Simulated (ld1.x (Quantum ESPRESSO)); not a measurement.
## Which change was made? (Tm, ultrasoft)

thulium (Tm), ultrasoft, made with ld1.x (Quantum ESPRESSO) 7.5 (LDA (PZ), scalar-relativistic). Core [Kr] 4d10 4f13, reference 5s2 5p6 5d0 6s1.75 6p0.25. Waves: 5s (bound): rcut 1.80, rcutus 2.25 bohr; 6s (bound): rcut 1.80, rcutus 2.25 bohr; 5p (bound): rcut 2.05, rcutus 2.60 bohr; 6p (bound): rcut 2.05, rcutus 2.60 bohr; 5d (bound, empty): rcut 2.30, rcutus 3.20 bohr; 5d channel at 0.5 Ry: rcut 2.30, rcutus 3.20 bohr. Local part: all-electron potential smoothed inside 2.95 bohr (lloc = -1). Core correction: none. Augmentation charge: built from norm-conserving waves at rcut, not smoothed further.

Cutoffs, loose and tight: the cutoffs (Ry, on a coarse ladder) from which the occupation-weighted sum of valence levels, in a spherical-Bessel basis at the reference potential, stays within 10 and 1 mRy of its value at 400 Ry. They do not see the model core or the augmentation charge, which bear on the density cutoff. Test errors are all-electron minus pseudo excitation energies from the reference, over the configurations 5s2 5p6 5d0 6s2 6p0; 5s2 5p6 5d0 6s1 6p0; 5s2 5p6 5d0 6s0 6p0; 5s2 5p6 5d0.5 6s1.5 6p0; 5s2 5p6 5d0 6s1.5 6p0; 5s2 5p6 5d0 6s1 6p1; 5s2 5p6 5d0 6s0 6p1 (two spin-polarised tests are not counted in the largest error); variants that change the core or the reference have their own tests.

The base gives: outcome: generated, misses its reference levels by 2.42 eV; bound ghosts: not determined; largest test error (meV): +2412.

Task: After one change the result is: outcome: failed: chargeps: negative rho. Which change was it?
A. local potential all-electron potential smoothed inside 2.38 bohr (lloc = -1)
B. waves 5s (bound): rcut 1.42, rcutus 1.50 bohr; 6s (bound): rcut 1.42, rcutus 1.50 bohr
C. augmentation PSQ, radius 1.25 bohr

Result: C. The others give: waves 5s (bound): rcut 1.42, rcutus 1.50 bohr; 6s (bound): rcut 1.42, rcutus 1.50 bohr → outcome: generated, misses its reference levels by 0.93 eV; bound ghosts: not determined; largest test error (meV): +1409 | local potential all-electron potential smoothed inside 2.38 bohr (lloc = -1) → outcome: failed: run_pseudo: Errors in PS-KS equation.
